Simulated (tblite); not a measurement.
C8H13OP.
SMILES with atom numbers: `[CH3:1][CH:2]([CH3:3])[P:4]([CH3:5])[c:6]1[cH:7][cH:8][o:9][cH:10]1` (hydrogens: H11, H12, H13 on C1; H14 on C2; H15, H16, H17 on C3; H18, H19, H20 on C5; H21 on C7; H22 on C8; H23 on C10)

Computed geometry: GFN2-xTB, gas phase.

Problem. What internal coordinates does the optimisation give?

Solution. 
| bond | length (bohr) | order |
| --- | --- | --- |
| C1–C2, C2–C3 | 2.881 | single |
| C2–P4 | 3.559 | single |
| P4–C5 | 3.507 | single |
| P4–C6 | 3.446 | single |
| C6–C7 | 2.692 | aromatic |
| C7–C8 | 2.565 | aromatic |
| C8–O9 | 2.541 | aromatic |
| O9–C10 | 2.535 | aromatic |
| C6–C10 | 2.584 | aromatic |
| C1–H11 and 5 like bonds | 2.057 | single |
| C2–H14 | 2.074 | single |
| C5–H18, C5–H19, C5–H20 | 2.057 | single |
| C7–H21 | 2.024 | single |
| C8–H22 | 2.026 | single |
| C10–H23 | 2.026 | single |

Bonds in one row agree within 0.02 bohr and their mean is given. Orders are formal, as drawn. A selection of angles:
| angle | degrees |
| --- | --- |
| C2–C1–H11 | 110.4 |
| C2–C1–H13 | 110.9 |
| H11–C1–H12 | 108.4 |
| C1–C2–C3 | 110.5 |
| C1–C2–P4 | 109.3 |
| C1–C2–H14 | 109.3 |
| P4–C2–H14 | 108.3 |
| C2–P4–C5 | 99.0 |
| C2–P4–C6 | 97.5 |
| C5–P4–C6 | 97.7 |
| P4–C5–H18 | 109.3 |
| P4–C5–H19 | 108.2 |
| P4–C5–H20 | 111.9 |
| H18–C5–H19 | 108.2 |
| H18–C5–H20 | 109.7 |
| P4–C6–C7 | 124.5 |
| P4–C6–C10 | 130.5 |
| C7–C6–C10 | 105.1 |
| C6–C7–C8 | 106.3 |
| C6–C7–H21 | 126.1 |
| C8–C7–H21 | 127.6 |
| C7–C8–O9 | 110.6 |
| C7–C8–H22 | 132.3 |
| O9–C8–H22 | 117.2 |
| C8–O9–C10 | 107.1 |
| O9–C10–H23 | 116.8 |
| C6–C10–O9 | 111.0 |
| C6–C10–H23 | 132.2 |

Dihedral angles: C1–C2–P4–C5 -167° (antiperiplanar); C2–P4–C6–C7 127° (anticlinal). The mirror-image conformer, all signs reversed, is as good.

O9 (furan-type oxygen) is bent (angle 107.1°). The 5-membered ring C6–C7–C8–O9–C10 has internal angles of 105.1° to 111.0° (sum 540°, against 540° for a flat polygon); it is planar, 0.00 Å rms from its mean plane, widest ring torsion 0°. Of the pairs four or more bonds apart, C6···H13 is among the closest relative to their van der Waals radii: 2.72 Å, 94 % of the sum of Bondi's values. P4 (phosphine phosphorus) is pyramidal (angles 99.0°, 97.7° and 97.5°, sum 294.2°, 0.91 Å off the plane of its three neighbours). The 3 C–P bonds span 1.824 Å (P4–C6, drawn single) to 1.883 Å (C2–P4, drawn single), a spread of 0.059 Å. The C–C distances run from 1.357 Å (C7–C8, aromatic) to 1.525 Å (C1–C2, drawn single), a spread of 0.168 Å.

Point group: C1 (no symmetry element, even within 0.4 Å). Its lowest GFN2-xTB frequency is 12 cm⁻¹, too small to tell a flat minimum from a shallow saddle. The numbers are those of one conformer. 2 starts were optimised and ended at 0.00 and 0.18 kcal/mol (GFN2-xTB); the lowest of these is shown.
